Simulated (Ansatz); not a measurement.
Consider the redistribution: `[NH2][Sn]([NH2])([NH2])[NH2]` + `F[SiH2][O][GeH3]` → `[NH2][Sn]([NH2])([NH2])[F]` + `N[SiH2][O][GeH3]`.

Calculated with Ansatz (gas phase, PBE0-D4/def2-TZVP geometries, no zero-point term in ΔE). CCSD(T)/CBS is the MP2 limit (def2-TZVPP, def2-QZVPP) plus CCSD(T) − MP2 in def2-TZVPP, frozen cores. DFT in def2-TZVPP. def2 core potentials past Kr. For Ge, Sn outer-core shells are correlated without core-valence functions, which leaves a few kJ/mol of doubt a bond. Scalar relativity is left out up to krypton. Each species was taken in one conformer, which may not be the lowest.

Is it downhill or uphill in electronic energy at CCSD(T)/CBS, and by how much? (Best estimate.)

Computed: Uphill: ΔE = +27.4 kJ/mol.

What do these levels give: PBE-D4, PBE0-D4, ωB97X-V, HF/def2-TZVPP, MP2/def2-TZVPP, CCSD(T)/def2-TZVPP? (An estimate is asked.)

Ansatz gave: PBE-D4 14.6, PBE0-D4 18.6, ωB97X-V 19.3, HF/def2-TZVPP 25.9, MP2/def2-TZVPP 35.0, CCSD(T)/def2-TZVPP 32.4 kJ/mol.

Largest T1 diagnostic among the species: 0.013.

From PBE to PBE0 (25 % exact exchange), in def2-TZVPP and without D4, ΔE moves by +4.0 kJ/mol. In def2-TZVPP, CCSD(T) changes the Hartree–Fock value by +6.5 kJ/mol (the triples alone add +0.1 kJ/mol) and MP2 by +9.1 kJ/mol.
